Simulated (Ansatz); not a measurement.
`CSBCl`, relaxed with RKS PBE0-D4/def2-TZVP in Ansatz from a PBE-D4/def2-SVP geometry. The force threshold is 0.005 eV/Å; the program also tests the step.

Charge 0, multiplicity 1.

Start:

```xyz
8

C     0.922   -0.182   -0.920
S    -0.869    0.151   -0.723
B    -1.076    0.212    1.047
Cl   -2.681    0.528    1.700
H     1.394   -0.347    0.066
H     1.050   -1.083   -1.549
H     1.399    0.682   -1.422
H    -0.141    0.039    1.801
```

Problem. By how much does the energy fall, and how many steps does the optimiser take? (Best estimate.)

Solution. The calculation gave: 0.77 kcal/mol, in 11 steps, 2 of them rejected.

Problem. Which bonds change most? (Best estimate.)

Solution. Ansatz gave: C1–S2 from 1.833 to 1.810 Å; B3–H8 from 1.214 to 1.191 Å; C1–H5 from 1.106 to 1.088 Å; S2–B3 from 1.783 to 1.766 Å.

Problem. Give the relaxed structure. (Estimate.)

Solution. Computed: 
```xyz
8

C     0.917   -0.172   -0.912
S    -0.845    0.193   -0.717
B    -1.063    0.199    1.035
Cl   -2.654    0.518    1.689
H     1.386   -0.292    0.062
H     1.026   -1.089   -1.489
H     1.390    0.649   -1.450
H    -0.157   -0.007    1.780
```
